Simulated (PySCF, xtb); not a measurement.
C₃H₅NSi₂, SMILES C#CC1=N[SiH2][SiH2]1.

GFN2-xTB (xtb 6.7.1) at its own geometry gives an orbital gap of 1.72 eV and a dipole moment of 2.85 D.

Coordinates come from a ωB97X-D3(BJ)/def2-SVP optimisation. This is a generated structure with no PubChem entry under its InChIKey; it may be hypothetical.

**Question.** What does M06-2X/def2-TZVP (PySCF) give? (The exact figures need the calculation; the answer reports its results.)

**Answer.** gap 7.35 eV (levels -8.27 and -0.92 eV), dipole 1.96 D.
